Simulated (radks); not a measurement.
Results of a calculation; reference values are marked as such.
Initial-state core-level shifts of neutral iron when its valence configuration changes from [Ar] 3d6 4s2. Code: a radial shooting solver on a logarithmic mesh with Libxc functionals. Model: Dirac Kohn-Sham, PBE, spin-unpolarised, spherical densities, finite nucleus; open shells fill j = l - 1/2 first; Fermi nuclear charge, rms radius 3.7377 fm. Shifts are changes of the shell-averaged eigenvalues in eV (positive: less bound); the change of the density at the nucleus, which sets a Mossbauer isomer shift, is in e/bohr^3, on a base of 1.51e+04.

valence               1s       2s       3s       3p  density at nucleus
3d6 4s1 4p1       -1.715   -1.621   -1.706   -1.711              -5.426
3d5 4s2 4p1       -7.751   -8.541   -7.568   -7.367              +5.164
3d6 4s1.5 4p0.5   -0.897   -0.849   -0.892   -0.894              -2.582
3d4 4s2 4p2      -16.606  -18.486  -15.817  -15.364             +11.422
3d7 4s1           +4.419   +5.011   +4.527   +4.388              -7.852
3d5.5 4s2 4p0.5   -3.733   -4.087   -3.687   -3.595              +2.442
3d4 4s1 4p3      -18.013  -19.853  -17.194  -16.732              +2.693
3d6 4p2           -3.207   -3.023   -3.192   -3.199             -11.738
3d4.5 4s1.5 4p2  -12.766  -14.043  -12.328  -12.002              +4.311
